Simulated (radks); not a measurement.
Isoelectronic series with 1 electrons, each ion in its NIST ground configuration. Calculated with a radial shooting solver on a logarithmic mesh with Libxc functionals: scalar-relativistic Kohn-Sham, SCAN, spin-polarised, spherical densities, finite nucleus; open shells are filled with parallel spins first (spin-orbit coupling, left out, can overturn this in heavy ions); meta-GGA in the generalised Kohn-Sham scheme; Fermi nuclear charge, rms radius of each element as measured or else 0.836 A^(1/3) + 0.57 fm. Total energies (hartree) and mean radii <r> (bohr):

[
 {"ion": "Xe53+", "configuration": "1s1", "E (hartree)": "-1519.49713", "1s up": "0.02629"},
 {"ion": "Cs54+", "configuration": "1s1", "E (hartree)": "-1578.8923", "1s up": "0.02575"},
 {"ion": "Ba55+", "configuration": "1s1", "E (hartree)": "-1639.5870", "1s up": "0.02523"},
 {"ion": "La56+", "configuration": "1s1", "E (hartree)": "-1701.5966", "1s up": "0.02473"},
 {"ion": "Ce57+", "configuration": "1s1", "E (hartree)": "-1764.9342", "1s up": "0.02425"},
 {"ion": "Pr58+", "configuration": "1s1", "E (hartree)": "-1829.6152", "1s up": "0.02378"},
 {"ion": "Nd59+", "configuration": "1s1", "E (hartree)": "-1895.6542", "1s up": "0.02332"},
 {"ion": "Pm60+", "configuration": "1s1", "E (hartree)": "-1963.0644", "1s up": "0.02288"},
 {"ion": "Sm61+", "configuration": "1s1", "E (hartree)": "-2031.8571", "1s up": "0.02245"},
 {"ion": "Eu62+", "configuration": "1s1", "E (hartree)": "-2102.0653", "1s up": "0.02204"}
]
